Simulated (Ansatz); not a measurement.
Steps of a relaxation of CH6BSbSe with RKS PBE0-D4/def2-TZVP.

```sh
$ ansatz run in.yaml --threads 4 --pin off --events-out ev --progress --plain --max-ram 10444MiB
```

```yaml
crystal:
  periodic: [false, false, false]
  atoms:
    - {symbol: Se, position_ang: [1.876164, -0.083517, 0.773646]}
    - {symbol: C, position_ang: [-0.056342, 0.096863, 1.335685]}
    - {symbol: B, position_ang: [-0.136764, -0.310553, -0.172389]}
    - {symbol: Sb, position_ang: [-0.408474, 1.333613, -1.741506]}
    - {symbol: H, position_ang: [1.994411, -1.506326, 1.191660]}
    - {symbol: H, position_ang: [-0.188674, 1.143763, 1.665059]}
    - {symbol: H, position_ang: [-0.267356, -0.621534, 2.148071]}
    - {symbol: H, position_ang: [-0.270088, -1.480988, -0.470152]}
    - {symbol: H, position_ang: [-2.135672, 1.148192, -1.650318]}
    - {symbol: H, position_ang: [-0.323905, 0.229288, -3.076955]}
basis:
  gaussian: {orbitals: def2-TZVP}
hamiltonian: {xc: pbe0, dispersion: d4}
relax: {f_tol: 0.005, max_steps: 150}
```

Positions (Å) and forces (eV/Å) along the path, 6 of 6 steps:

```xyz
10
step=1 energy=-73688.7254 eV
Se    1.876   -0.084    0.774   -0.273   -0.349    0.193
C    -0.056    0.097    1.336    0.030    0.054    0.126
B    -0.137   -0.311   -0.172   -0.045   -0.139    0.129
Sb   -0.408    1.334   -1.742   -0.334   -0.522   -0.080
H     1.994   -1.506    1.192   -0.034    0.369   -0.113
H    -0.189    1.144    1.665    0.086   -0.565   -0.193
H    -0.267   -0.622    2.148    0.147    0.372   -0.444
H    -0.270   -1.481   -0.470    0.067    0.459    0.130
H    -2.136    1.148   -1.650    0.362    0.066   -0.025
H    -0.324    0.229   -3.077   -0.006    0.256    0.277
10
step=2 energy=-73688.7593 eV
Se    1.861   -0.081    0.771   -0.083   -0.034    0.032
C    -0.059    0.096    1.324    0.096    0.003    0.048
B    -0.147   -0.309   -0.173   -0.008   -0.228    0.166
Sb   -0.421    1.291   -1.725    0.255    0.347    0.113
H     1.976   -1.490    1.182   -0.005    0.053   -0.028
H    -0.186    1.130    1.651   -0.004   -0.153   -0.057
H    -0.250   -0.616    2.129   -0.007    0.113   -0.139
H    -0.268   -1.466   -0.463    0.021    0.109    0.067
H    -2.105    1.151   -1.648   -0.262   -0.032   -0.001
H    -0.319    0.243   -3.045   -0.002   -0.177   -0.201
10
step=3 energy=-73688.7678 eV
Se    1.861   -0.081    0.771   -0.052    0.009    0.028
C    -0.055    0.094    1.322    0.040   -0.016   -0.008
B    -0.146   -0.318   -0.169    0.002   -0.015    0.048
Sb   -0.411    1.306   -1.718    0.023   -0.002    0.000
H     1.977   -1.489    1.174    0.003    0.002   -0.001
H    -0.192    1.126    1.639    0.012   -0.011   -0.008
H    -0.256   -0.610    2.124    0.007    0.005   -0.011
H    -0.262   -1.475   -0.447   -0.003    0.031   -0.009
H    -2.112    1.156   -1.650   -0.042    0.008    0.006
H    -0.322    0.240   -3.044    0.010   -0.011   -0.044
10
step=4 energy=-73688.7681 eV
Se    1.861   -0.081    0.778   -0.006    0.000    0.004
C    -0.051    0.092    1.327    0.018    0.019   -0.019
B    -0.146   -0.315   -0.164   -0.014   -0.011   -0.019
Sb   -0.415    1.301   -1.727   -0.013   -0.001    0.008
H     1.978   -1.489    1.179    0.005   -0.003   -0.006
H    -0.185    1.122    1.648   -0.009    0.008    0.001
H    -0.253   -0.615    2.127   -0.007   -0.006    0.000
H    -0.265   -1.469   -0.447    0.004   -0.005    0.002
H    -2.120    1.159   -1.656    0.028   -0.003   -0.004
H    -0.321    0.242   -3.064   -0.006    0.002    0.033
10
step=5 energy=-73688.7684 eV
Se    1.860   -0.080    0.776   -0.003    0.005    0.005
C    -0.052    0.093    1.325    0.010   -0.003   -0.003
B    -0.146   -0.317   -0.166   -0.006    0.000   -0.001
Sb   -0.413    1.302   -1.722    0.000   -0.003   -0.001
H     1.979   -1.489    1.175    0.000   -0.002   -0.001
H    -0.189    1.124    1.643    0.000    0.003   -0.001
H    -0.255   -0.613    2.126   -0.002   -0.002    0.001
H    -0.264   -1.471   -0.447    0.000    0.000   -0.002
H    -2.117    1.159   -1.653    0.002    0.001   -0.001
H    -0.320    0.240   -3.054   -0.002    0.000    0.003
10
step=6 energy=-73688.7684 eV
Se    1.860   -0.080    0.776    0.000    0.002    0.004
C    -0.052    0.093    1.325    0.003   -0.002    0.000
B    -0.147   -0.317   -0.166   -0.004    0.001   -0.001
Sb   -0.413    1.302   -1.722    0.001   -0.001   -0.001
H     1.979   -1.489    1.175    0.001   -0.001   -0.001
H    -0.189    1.124    1.643    0.000    0.001   -0.001
H    -0.255   -0.613    2.126    0.000    0.000    0.001
H    -0.264   -1.471   -0.447    0.001    0.000   -0.001
H    -2.116    1.159   -1.653    0.000    0.001    0.000
H    -0.321    0.240   -3.054   -0.001    0.000    0.001
```

Run time 15 s (4 threads of a server CPU on a shared host); peak host memory 0.65 GiB.
